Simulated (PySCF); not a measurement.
Vertical excitations of a molecule C2H6AlFO from TDA-PBE/def2-SVPD (PySCF 2.14.0), as energy in eV (oscillator strength): 5.64 (0.001), 5.94 (0.019), 5.97 (0.039), 6.04 (0.067), 6.87 (0.000), 6.92 (0.003), 7.36 (0.031), 7.49 (0.030), 7.53 (0.068), 7.75 (0.000). Lowest triplet (TDA): 5.34 eV. Geometry optimised at B3LYP-D3(BJ)/def2-SVP. Other conformers were not sampled.

Which molecule gave these data?
A) C[CH2][Al]([OH])[F]
B) CC[O][AlH][F]
C) C[O][Al]([CH3])[F]

B, CC[O][AlH][F]
